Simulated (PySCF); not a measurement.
Computed IR spectrum (relative IR intensity) of a molecule C2H5BF2O. Geometry optimised at PBE-D3(BJ)/def2-SVP. One conformer was computed; it need not be the lowest. Level of theory: PBE-D3(BJ)/def2-SVP run with PySCF 2.14.0. Frequencies are harmonic and unscaled.

```json
[
 {"ν (cm⁻¹)": "92", "relative intensity": "3.8"},
 {"ν (cm⁻¹)": "184", "relative intensity": "64"},
 {"ν (cm⁻¹)": "228", "relative intensity": "14"},
 {"ν (cm⁻¹)": "517", "relative intensity": "4.9"},
 {"ν (cm⁻¹)": "587", "relative intensity": "2.2"},
 {"ν (cm⁻¹)": "706", "relative intensity": "5.8"},
 {"ν (cm⁻¹)": "889", "relative intensity": "13"},
 {"ν (cm⁻¹)": "1036", "relative intensity": "100"},
 {"ν (cm⁻¹)": "1063", "relative intensity": "59"},
 {"ν (cm⁻¹)": "1108", "relative intensity": "9.5"},
 {"ν (cm⁻¹)": "1167", "relative intensity": "10"},
 {"ν (cm⁻¹)": "1224", "relative intensity": "36"},
 {"ν (cm⁻¹)": "1291", "relative intensity": "71"},
 {"ν (cm⁻¹)": "1338", "relative intensity": "57"},
 {"ν (cm⁻¹)": "1358", "relative intensity": "33"},
 {"ν (cm⁻¹)": "1379", "relative intensity": "2.6"},
 {"ν (cm⁻¹)": "1396", "relative intensity": "26"},
 {"ν (cm⁻¹)": "2828", "relative intensity": "29"},
 {"ν (cm⁻¹)": "2924", "relative intensity": "13"},
 {"ν (cm⁻¹)": "2966", "relative intensity": "19"},
 {"ν (cm⁻¹)": "3704", "relative intensity": "19"}
]
```

Problem. Which structure fits?
(A) OB(CF)CF
(B) OCCB(F)F
(C) OCB(F)CF
(D) CB(O)C(F)F

Solution. C, OCB(F)CF
